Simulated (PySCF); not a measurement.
A geometry optimisation on `BrBr` (Br2).

Method: PBE0-D3(BJ)/def2-SVP geometry optimisation, gas phase (PySCF 2.14.0). Start geometry: GFN2-xTB. The input is one job of a driver script: a line of settings, then coordinates in Å.

Input:
```
{"job": {"xc": "PBE0", "basis": "def2-SVP", "d3": "d3bj", "grid": 1, "kind": "geom"}, "charge": 0, "multiplicity": 1}
Br     1.142070    -0.003008    -0.002702
Br    -1.139313     0.004276    -0.011446
```

Output:
```
step   0  E = -5147.07901836  max force = 0.005430
step   1  E = -5147.07907355  max force = 0.002581
step   2  E = -5147.07909976  max force = 0.000033
step   3  E = -5147.07909984  max force = 0.000034
optimisation converged
```

Energies in Eh; «max force» is the largest Cartesian gradient component in Eh/bohr.

Question: Give the first gradient maximum in eV/Å.

Answer: With 1 Eh/bohr = 51.422 eV/Å, 0.279 eV/Å.

Question: How much energy does the optimisation release, in eV?

Answer: E(step 0) − E(last step) = 0.000081 Eh, which is 0.002 eV.

In short: final energy -5147.07910 Eh after 3 steps; dipole 0.00 D.

Question: Give the final coordinates.

Answer: 0.009 Å rms from the input after alignment:
```
atom  x, y, z in Å
Br1    1.1407    0.0005    0.0048
Br2   -1.1580    0.0165   -0.0146
```

Hardware: one thread, Arm Neoverse V1 (aarch64), on a shared host. Cost: 4.2 s wall, 0.41 GiB resident at most.
Labels such as C1 count atoms from 1, the log's own numbers from 0.
